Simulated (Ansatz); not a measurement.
A nudged elastic band was laid between two geometries of AsH₅N₂ (8 atoms, charge 0, multiplicity 1).

These are results of Ansatz 0.2.0, RKS PBE/def2-SVP, not measurements.

```
movable images  : 5
climbing image  : yes
spring          : 5.0 eV/Å²
optimiser       : quadratic models (default)
start path      : IDPP
force threshold : 0.03 eV/Å
iteration limit : 60
end points      : relaxed
```

Initial state:

```xyz
8
Properties=species:S:1:pos:R:3
N -0.775 0.552 -1.041
As 0.452 0.720 0.387
N 0.998 -1.059 0.369
H -1.643 1.057 -0.820
H -0.381 0.994 -1.883
H -0.722 0.697 1.421
H 0.264 -1.745 0.585
H 1.807 -1.215 0.982
```

Final state:

```xyz
8
Properties=species:S:1:pos:R:3
N -0.718 1.318 -0.642
As 0.187 0.556 0.808
N 0.818 -1.087 0.121
H -0.039 1.783 -1.260
H -1.210 0.617 -1.213
H -1.114 -0.039 1.392
H 0.277 -1.908 0.415
H 1.799 -1.241 0.379
```

Q: What changes between the two ends?

A: No bond is made or broken. The dihedral H5–N1–As2–H6 goes from 152 to -59°.

Q: What energy profile does the band end with?

A: The forces met the threshold. The highest image is number 3 of 0 to 6, 6.3 kJ/mol above the first end and 16.6 kJ/mol above the last; the last end lies 10.3 kJ/mol below the first. A vibrational analysis at the climbing image gives one clearly imaginary mode, 207i cm⁻¹: a first-order saddle point.

```csv
image,path coordinate (Å),energy (kJ/mol),dihedral H5–N1–As2–H6 (°)
0,0.00,0.0,152
1,0.45,1.4,172
2,0.90,4.6,-167
3,1.34,6.3,-145
4,1.91,2.5,-115
5,2.48,-5.9,-87
6,3.04,-10.3,-59
```

Q: What is the geometry of the highest image?

A: 
```xyz
8
Properties=species:S:1:pos:R:3:forces:R:3
N -1.017 0.717 -0.792 0.00 -0.01 0.00
As 0.151 0.655 0.713 0.00 0.00 0.00
N 1.028 -0.883 0.107 0.00 0.00 0.00
H -1.328 1.695 -0.911 0.00 0.00 0.00
H -0.384 0.541 -1.589 0.00 0.00 0.00
H -0.911 -0.002 1.651 0.00 0.00 0.00
H 0.509 -1.753 0.273 0.00 0.00 0.00
H 1.951 -0.969 0.548 0.00 0.00 0.00
```

Q: What are the harmonic wavenumbers there?

A: 207i, 193, 288, 519, 576, 691, 716, 758, 841, 941, 998, 1498, 1502, 1999, 3364, 3435, 3459, 3538 cm⁻¹.

The run took 81 s on 1 thread of Arm Neoverse V2, on a shared host, peak memory 0.12 GiB.
